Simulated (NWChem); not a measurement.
The numbers come from NWChem runs, not from measurements. System: CHF, charge 0, spin multiplicity 1, at a geometry optimised with B3LYP/def2-SVP. The structure started from a generated list of species. Level: MP2/def2-TZVPD, 2 core orbitals frozen.

Input file:

```
start mol
memory heap 200 mb stack 900 mb global 1100 mb
geometry units angstroms nocenter noautoz
  C      0.560614    -0.452685     0.000000
  F     -0.526559     0.264219     0.000000
  H      1.375343     0.338134     0.000000
  symmetry group Cs
end
basis spherical
  * library def2-tzvpd
end
scf
  rhf
  nopen 0
  maxiter 100
  thresh 1e-7
  semidirect memsize 60000000 filesize 0
end
mp2
  freeze core 2
end
task mp2 energy
```

NWChem printed:

```
             Northwest Computational Chemistry Package (NWChem) 7.3.0
             --------------------------------------------------------

                                NWChem Input Module
                                -------------------

 Scaling coordinates for geometry "geometry" by  1.889725989
 (inverse scale =  0.529177249)

 Turning off AUTOSYM since
 SYMMETRY directive was detected!

                             Geometry "geometry" -> ""
                             -------------------------

 Output coordinates in angstroms (scale by  1.889725989 to convert to a.u.)

  No.       Tag          Charge          X              Y              Z
 ---- ---------------- ---------- -------------- -------------- --------------
    1 C                    6.0000     0.56061400    -0.45268500     0.00000000
    2 F                    9.0000    -0.52655900     0.26421900     0.00000000
    3 H                    1.0000     1.37534300     0.33813400     0.00000000

 Effective nuclear repulsion energy (a.u.)      27.2415741339

            Nuclear Dipole moment (a.u.)
            ----------------------------
        X                 Y               Z
 ---------------- ---------------- ----------------
    -0.0000075589    -0.0000094486     0.0000000000

      Symmetry information
      --------------------

 Group name             Cs
 Group number              2
 Group order               2
 No. of unique centers     3

      Symmetry unique atoms

     1    2    3


 Summary of "ao basis" -> "" (spherical)
 ------------------------------------------------------------------------------
       Tag                 Description            Shells   Functions and Types
 ---------------- ------------------------------  ------  ---------------------
 *                         def2-tzvpd                 on all atoms

 Summary of "ao basis" -> "ao basis" (spherical)
 ------------------------------------------------------------------------------
       Tag                 Description            Shells   Functions and Types
 ---------------- ------------------------------  ------  ---------------------
 C                         def2-tzvpd               13       37   6s3p3d1f
 F                         def2-tzvpd               14       40   6s4p3d1f
 H                         def2-tzvpd                5        9   3s2p

                                 NWChem SCF Module
                                 -----------------

  ao basis        = "ao basis"
  functions       =    86
  atoms           =     3
  closed shells   =     8
  open shells     =     0
  charge          =   0.00
  wavefunction    = RHF
  use symmetry    = T
  symmetry adapt  = T

 Summary of "ao basis" -> "ao basis" (spherical)
 ------------------------------------------------------------------------------
       Tag                 Description            Shells   Functions and Types
 ---------------- ------------------------------  ------  ---------------------
 C                         def2-tzvpd               13       37   6s3p3d1f
 F                         def2-tzvpd               14       40   6s4p3d1f
 H                         def2-tzvpd                5        9   3s2p

      Symmetry analysis of basis
      --------------------------

        a'         59
        a"         27

 Forming initial guess at       0.1s

      Superposition of Atomic Density Guess
      -------------------------------------

 Sum of atomic energies:        -137.58939964

      Non-variational initial energy
[...]
    55      0.346191  2 F  pz                12      0.300268  1 C  pz
     9      0.294593  1 C  pz                86      0.221036  3 H  pz
    15      0.179110  1 C  pz                46     -0.166111  2 F  pz
    52     -0.157175  2 F  pz

 Vector   10  Occ=0.000000D+00  E= 7.456559D-02  Symmetry=a'
              MO Center=  4.3D-01,  4.5D-01, -1.4D-14, r^2= 1.0D+01
   Bfn.  Coefficient  Atom+Function         Bfn.  Coefficient  Atom+Function
  ----- ------------  ---------------      ----- ------------  ---------------
     5      4.075166  1 C  s                 80     -3.627870  3 H  s
    43     -3.222712  2 F  s                  6      3.019183  1 C  s
    14      1.662482  1 C  py                54      0.814701  2 F  py
    53     -0.771890  2 F  px                85      0.743946  3 H  py
    84      0.610079  3 H  px                50     -0.360454  2 F  px

 Vector   11  Occ=0.000000D+00  E= 1.209799D-01  Symmetry=a'
              MO Center= -7.0D-01,  7.3D-01,  1.0D-16, r^2= 9.5D+00
   Bfn.  Coefficient  Atom+Function         Bfn.  Coefficient  Atom+Function
  ----- ------------  ---------------      ----- ------------  ---------------
    80      4.441004  3 H  s                 43     -2.661835  2 F  s
    53     -1.877316  2 F  px                13     -1.751016  1 C  px
     5     -1.287218  1 C  s                 84     -1.256907  3 H  px
    14     -0.789536  1 C  py                 4      0.776899  1 C  s
    85     -0.779326  3 H  py                54      0.662945  2 F  py

 center of mass
 --------------
 x =  -0.11160827 y =  -0.00423345 z =   0.00000000

 moments of inertia (a.u.)
 ------------------
          13.928805546336          18.655641493350           0.000000000000
          18.655641493350          38.688066874802           0.000000000000
           0.000000000000           0.000000000000          52.616872421138

  Mulliken analysis of the total density
  --------------------------------------

    Atom       Charge   Shell Charges
 -----------   ------   -------------------------------------------------------
    1 C    6     5.94   0.86  1.12  0.61  0.88  0.22  0.01  0.92  0.94  0.25  0.03  0.08 -0.00  0.01
    2 F    9     9.17   0.77  1.20  0.60  1.01  0.32  0.00  2.24  2.26  0.74  0.01  0.00  0.02 -0.00  0.00
    3 H    1     0.89   0.26  0.50  0.09  0.02  0.02

       Multipole analysis of the density wrt the origin
       ------------------------------------------------

     L   x y z        total         open         nuclear
     -   - - -        -----         ----         -------
     0   0 0 0     -0.000000      0.000000     16.000000

     1   1 0 0      0.362364      0.000000     -0.000008
     1   0 1 0      0.491338      0.000000     -0.000009
     1   0 0 1      0.000000      0.000000      0.000000

     2   2 0 0     -8.013087      0.000000     22.400130
     2   1 1 0      0.924109      0.000000     -8.248377
     2   1 0 1     -0.000000      0.000000      0.000000
     2   0 2 0    -10.313969      0.000000      7.042789
     2   0 1 1     -0.000000      0.000000      0.000000
     2   0 0 2     -7.626662      0.000000      0.000000

                   NWChem MP2 Semi-direct Energy/Gradient Module
                   ---------------------------------------------

  Basis functions       =     86
  Molecular orbitals    =     86
  Frozen core           =      2
  Frozen virtuals       =      0
  Active alpha occupied =      6
  Active beta occupied  =      6
  Active alpha virtual  =     78
  Active beta virtual   =     78
  Use MO symmetry       = T
  Use skeleton AO sym   = T

  AO/Fock/Back tols     =   1.0D-09  1.0D-09  1.0D-09

 GA uses MA = F    GA memory limited = T

 Available:
  local mem=  1.26D+08
 global mem=  1.44D+08
 local disk=  0.00D+00
  mp2_memr nvloc                    78
  nvloc new                    78
   1 passes of   6:        5242880                      38478                   5962223.
   1 passes of   6: M    126152890           G      144164408           F     120910010.

 Semi-direct pass number   1 of   1  for RHF alpha+beta  at        2.6s
  vrange nnbf                  3739
  mp2_eaftype                    22  avail_ma_in_mb                  1099
 EAF : mp2_eaftype filesize          22    2981112.
  mp2_eaf for mointskh                     22
Node 0 wrote     14.0 Mb in      0.0 s     Agg I/O rate:   425.0 Mb/s
 Done moints_semi at        4.9s
  mp2_eaftype                    22  avail_ma_in_mb                  1077
 EAF : mp2_eaftype filesize          22    2981112.
  mp2_eaf for kh                    22
 Done maket at        5.1s
 Done multipass loop at        5.1s

          -------------------------------------------
          SCF energy                -137.818454357828
          Correlation energy          -0.384340619865
          Singlet pairs               -0.246280289121
          Triplet pairs               -0.138060330744
          Total MP2 energy          -138.202794977693
          -------------------------------------------

          ---------------------------------------------------
                    Spin Component Scaled (SCS) MP2
          Same spin pairs                     -0.092040220496
          Same spin scaling factor             0.333333333333
          Opposite spin pairs                 -0.292300399369
          Opposite spin scaling fact.          1.200000000000
          SCS-MP2 correlation energy          -0.381440552741
          Total SCS-MP2 energy              -138.199894910569
          ---------------------------------------------------

 -----------------------
 Performance information
 -----------------------

 Timer overhead =  1.52D-07 seconds/call

               Nr. of calls         CPU time (s)                 Wall time (s)                GFlops
             ---------------    -------------------     ------------------------------   -------------------
Name         Min   Avg   Max    Min     Avg     Max     Min     Avg     Max   Mx/calls   Min     Max     Sum
mp2: moin     1     1     1    2.3     2.3     2.3      2.3     2.3     2.3     2.3      0.0     0.0     0.0
mp2: make     1     1     1   0.20    0.20    0.20     0.20    0.20    0.20    0.20      0.0     0.0     0.0
mp2: tota     1     1     1    2.6     2.6     2.6      2.6     2.6     2.6     2.6      0.0     0.0     0.0

 The average no. of pstat calls per process was 3.00D+00
 with a timing overhead of 4.57D-07s

 Task  times  cpu:        5.1s     wall:        5.1s

 Total times  cpu:        5.1s     wall:        5.1s
```
